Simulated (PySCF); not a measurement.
F₅Nb, charge +1, multiplicity 2. Atoms are numbered in the order given.

```xyz
6

Nb     0.0000     0.0000    -0.1430
F      1.4620     0.0000    -1.1797
F     -1.4620     0.0000    -1.1797
F      0.0000     0.0000     1.9332
F      0.0000     1.7223     0.5389
F      0.0000    -1.7223     0.5389
```
Charge +1, spin multiplicity 2.

Geometry optimised at r2SCAN-D4/def2-SVP. A frequency run showed that this geometry is not a minimum. The spin state was assumed, not searched. The isomer is the one that the SMILES or the coordinates give; other isomers of the formula were not compared. The def2 effective core potentials stand for the cores of Nb; spin–orbit coupling is left out.

Calculation: CAM-B3LYP/def2-TZVP (PySCF).

ESP charges are fitted to the potential on shells at 1.4 to 2.0 van der Waals radii. Atomic charges (e):

| atom | Mulliken | ESP fit | Löwdin | Mulliken spin |
|---|---|---|---|---|
| Nb1 | ? | 1.57 | 1.21 | -0.03 |
| F2 | ? | -0.15 | -0.08 | 0.00 |
| F3 | ? | -0.15 | -0.08 | 0.00 |
| F4 | ? | 0.11 | 0.18 | 0.85 |
| F5 | ? | -0.19 | -0.12 | 0.09 |
| F6 | ? | -0.19 | -0.12 | 0.09 |

Q: Some entries are withheld; supply them. (Estimate from the structure and the level; the computed values follow.)

A: 
- Nb1, Mulliken: 2.13
- F2, Mulliken: -0.28
- F3, Mulliken: -0.28
- F4, Mulliken: 0.05
- F5, Mulliken: -0.31
- F6, Mulliken: -0.31
